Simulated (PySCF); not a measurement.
Two species compared at the same levels of theory.

First species: C4H9OP.
SMILES with atom numbers: `[CH2:1]=[CH:2][CH2:3][P@H:4]([CH3:5])=[O:6]` (hydrogens: H7, H8 on C1; H9 on C2; H10, H11 on C3; H12 on P4; H13, H14, H15 on C5)

Geometry (GFN2-xTB, Å), atoms numbered from 1 in this order:
```xyz
15
C4H9OP angstrom
C     -2.0172    0.3017   -0.9592
C     -1.4762   -0.0094    0.2044
C     -0.4389   -1.0578    0.3922
P      1.1922   -0.3582    0.8654
C      1.6378    0.8490   -0.4256
O      2.2155   -1.3731    1.1254
H     -2.7578    1.0768   -1.0549
H     -1.7426   -0.2106   -1.8671
H     -1.7681    0.5193    1.1027
H     -0.2726   -1.6386   -0.5202
H     -0.7081   -1.7520    1.1947
H      0.8953    0.4421    1.9706
H      2.5514    1.3536   -0.1170
H      0.8446    1.5709   -0.5918
H      1.8401    0.2944   -1.3416
```

Second species: C₆H₇N₃.
Cartesian coordinates in Å at the GFN2-xTB level; atoms count from 1:
```
atom  x, y, z in Å
C1    -2.010   -0.484   -0.565
C2    -1.139   -0.551    0.687
N3     0.249   -0.340    0.371
N4     1.102   -1.342    0.317
C5     2.271   -0.830   -0.033
C6     2.178    0.550   -0.219
C7     0.845    0.840    0.050
C8     0.164    2.061    0.039
N9    -0.397    3.062    0.034
H10   -3.048   -0.664   -0.298
H11   -1.698   -1.239   -1.282
H12   -1.936    0.497   -1.027
H13   -1.207   -1.539    1.147
H14   -1.458    0.209    1.407
H15    3.130   -1.461   -0.136
H16    2.946    1.239   -0.502
```

Levels: CAM-B3LYP/def2-SVPD for dipole moment, HOMO energy, LUMO energy, HOMO–LUMO gap, static isotropic polarisability and electronic spatial extent ⟨r²⟩ about the centre of nuclear charge; TDDFT CAM-B3LYP/def2-SVPD for lowest singlet excitation; TDA CAM-B3LYP/def2-SVPD for lowest triplet excitation (Tamm–Dancoff); GFN2-xTB for rotational constant A and rotational constant C. Geometries: GFN2-xTB. All species are isolated and taken at one optimised geometry, non-relativistic unless stated; the electronic structure was computed with PySCF and density fitting.

Dipoles, sizes and rotational constants follow the conformer. The torsions of the flexible species, by atom-mapped SMILES:
- `[CH2:1]=[CH:2][CH2:3][P@H:4]([CH3:5])=[O:6]`: C1–C2–C3–P4 112°, C2–C3–P4–C5 -56°
- `[CH3:1][CH2:2][n:3]1[n:4][cH:5][cH:6][c:7]1[C:8]#[N:9]`: C1–C2–N3–N4 -103°

Values for the first species:

```
Dipole moment                                                     : 4.36 D
HOMO energy                                                       : -8.80 eV
LUMO energy                                                       : 0.69 eV
HOMO–LUMO gap                                                     : 9.49 eV
Lowest singlet excitation                                         : 6.64 eV
Lowest triplet excitation (Tamm–Dancoff)                          : 4.35 eV
Static isotropic polarisability                                   : 74.8 au
Electronic spatial extent ⟨r²⟩ about the centre of nuclear charge : 850 bohr²
Rotational constant A                                             : 5.599 GHz
Rotational constant C                                             : 1.469 GHz
```

(1) Estimate the same properties for the second species, and the change in each.

Answers

(1) 
| property | first | second | second less first |
| --- | --- | --- | --- |
| dipole moment | 4.36 D | 2.12 D | -2.24 D |
| HOMO energy | -8.80 eV | -9.01 eV | -0.21 eV |
| LUMO energy | 0.69 eV | -0.21 eV | -0.90 eV |
| HOMO–LUMO gap | 9.49 eV | 8.80 eV | -0.69 eV |
| lowest singlet excitation | 6.64 eV | 5.89 eV | -0.75 eV |
| lowest triplet excitation (Tamm–Dancoff) | 4.35 eV | 4.02 eV | -0.33 eV |
| static isotropic polarisability | 74.8 au | 86.5 au | +11.7 au |
| electronic spatial extent ⟨r²⟩ about the centre of nuclear charge | 850 bohr² | 1102 bohr² | +252 bohr² |
| rotational constant A | 5.599 GHz | 2.175 GHz | -3.424 GHz |
| rotational constant C | 1.469 GHz | 1.069 GHz | -0.400 GHz |

On the first: No computed singlet falls in the visible range (750 to 380 nm, 1.65 to 3.26 eV); S1 lies 3.38 eV above its blue end. The polarisability is 11.09 Å³ as a volume (1 au = 0.148185 Å³), or 1.34 au for each of the 56 electrons.

On the second: The 8 singlets span 5.89 to 7.69 eV, and their oscillator strengths add up to 0.41. No computed singlet falls in the visible range (750 to 380 nm, 1.65 to 3.26 eV); S1 lies 2.63 eV above its blue end.
